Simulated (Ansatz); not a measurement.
Consider the formal exchange of groups at the Si–N bond: `N[Si](Cl)(Cl)Cl` + `CNC[SeH]` → `Cl[Si](Cl)(Cl)[SeH]` + `CNCN`.

Gas-phase electronic energies from Ansatz, PBE0-D4/def2-TZVP geometries. CBS: MP2 limit from def2 TZ/QZ plus the TZ coupled-cluster correction, frozen cores. Functionals use def2-TZVPP. B3LYP here is the variant with VWN-RPA as its local correlation; programs differ in this. For Se outer-core shells are correlated without core-valence functions, which leaves a few kJ/mol of doubt a bond. Scalar relativity is left out up to krypton. One conformer a species, not always the lowest.

CCSD(T)/CBS gives +5.3 kcal/mol.

(1) Another level gave +3.9 kcal/mol. Which?
A. r2SCAN-D4/def2-TZVPP
B. B3LYP/def2-TZVPP
C. HF/def2-TZVPP
D. PBE0/def2-TZVPP

Largest T1 diagnostic among the species: 0.009.

Answers

(1) D. PBE0 3.9, r2SCAN-D4 4.9, HF/def2-TZVPP 7.5, B3LYP 5.9 kcal/mol.

In def2-TZVPP, CCSD(T) changes the Hartree–Fock value by −1.4 kcal/mol (the triples alone add −0.4 kcal/mol) and MP2 by −1.3 kcal/mol.
